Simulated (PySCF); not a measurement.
# TDDFT excited states: C4H8FN2PSi

Compound: C₄H₈FN₂PSi.
Numbering: `[CH3:1][SiH:2]([CH3:3])[n:4]1[cH:5][p:6][c:7]([F:8])[n:9]1` (hydrogens: H10, H11, H12 on C1; H13 on Si2; H14, H15, H16 on C3; H17 on C5)

The calculation used TDDFT CAM-B3LYP/def2-SVPD, vertical, gas phase, core orbitals frozen in the response in PySCF. One conformer (not necessarily the lowest) at the PBE0-D3(BJ)/def2-SVP geometry, without solvent, vibrations or thermal averaging. Torsions of this conformer, `[CH3:1][SiH:2]([CH3:3])[n:4]1[cH:5][p:6][c:7]([F:8])[n:9]1`: C1–Si2–N4–C5 119°.

```json
{"state": "S1", "E (eV)": "5.50", "ν̃ (cm⁻¹)": "44390", "f": "0.200", "|μ| (D)": "3.10", "main configurations (H = HOMO, L = LUMO)": "H→L (90%)"}
{"state": "S2", "E (eV)": "6.08", "ν̃ (cm⁻¹)": "49030", "f": "0.0043", "|μ| (D)": "0.43", "main configurations (H = HOMO, L = LUMO)": "H-1→L (51%), H→L+3 (36%)"}
{"state": "S3", "E (eV)": "6.12", "ν̃ (cm⁻¹)": "49390", "f": "0.0090", "|μ| (D)": "0.62", "main configurations (H = HOMO, L = LUMO)": "H-2→L (70%), H→L+5 (16%)"}
{"state": "S4", "E (eV)": "6.17", "ν̃ (cm⁻¹)": "49730", "f": "0.0004", "|μ| (D)": "0.13", "main configurations (H = HOMO, L = LUMO)": "H→L+5 (33%), H-2→L (25%), H→L+2 (25%)"}
{"state": "S5", "E (eV)": "6.64", "ν̃ (cm⁻¹)": "53560", "f": "0.107", "|μ| (D)": "2.06", "main configurations (H = HOMO, L = LUMO)": "H-1→L (42%), H→L+3 (34%), H→L+4 (10%)"}
{"state": "S6", "E (eV)": "6.81", "ν̃ (cm⁻¹)": "54890", "f": "0.024", "|μ| (D)": "0.97", "main configurations (H = HOMO, L = LUMO)": "H→L+1 (36%), H→L+5 (25%), H-2→L+3 (9%)"}
{"state": "S7", "E (eV)": "6.97", "ν̃ (cm⁻¹)": "56250", "f": "0.013", "|μ| (D)": "0.70", "main configurations (H = HOMO, L = LUMO)": "H-2→L+3 (52%), H-2→L+4 (14%), H→L+1 (8%)"}
{"state": "S8", "E (eV)": "7.13", "ν̃ (cm⁻¹)": "57540", "f": "0.0011", "|μ| (D)": "0.20", "main configurations (H = HOMO, L = LUMO)": "H-3→L (58%), H→L+2 (13%)"}
{"state": "S9", "E (eV)": "7.14", "ν̃ (cm⁻¹)": "57590", "f": "0.0000", "|μ| (D)": "0.03", "main configurations (H = HOMO, L = LUMO)": "H→L+2 (34%), H-3→L (23%), H→L+6 (13%)"}
{"state": "S10", "E (eV)": "7.50", "ν̃ (cm⁻¹)": "60480", "f": "0.311", "|μ| (D)": "3.31", "main configurations (H = HOMO, L = LUMO)": "H-1→L+3 (60%), H→L+4 (15%), H-1→L+4 (11%)"}
```

Triplets, Tamm–Dancoff:

```tsv
state	E (eV)	λ (nm)	main configurations (H = HOMO, L = LUMO)
T1	3.71	334.0	H→L (88%)
T2	4.72	262.7	H-1→L (62%), H-1→L+3 (13%), H→L (9%)
T3	5.21	238.0	H→L+3 (57%), H-1→L (18%), H→L+4 (16%)
T4	5.43	228.4	H-2→L (83%)
```

The lowest singlet comes at 225 nm (531 kJ/mol) in the ultraviolet; it is strong; its leading configuration is HOMO→LUMO (90%). The most intense listed level is S10 at 7.50 eV (165 nm, f = 0.311), 1.99 eV above S1. It is the last of those listed, so stronger ones may follow. S8/S9 lie within about 0.01 eV of each other. Löwdin shares by element: HOMO phosphorus 40%, carbon 32% or more, nitrogen 15% or more; LUMO carbon 36% or more, phosphorus 32%, nitrogen 18% or more. The oscillator strengths of these states sum to 0.670; summed over the whole spectrum of an exact calculation they would give the number of electrons, 84 (Thomas–Reiche–Kuhn). The listed states span 1.99 eV, and the widest gap between neighbours is 0.57 eV (S1 to S2). Weighted by f, the mean energy of these states is 6.70 eV. The vertical ionisation energy (ΔSCF) is 8.88 eV, 1.38 eV above S10. Only the lowest 10 singlets were computed, as vertical energies without vibronic structure.
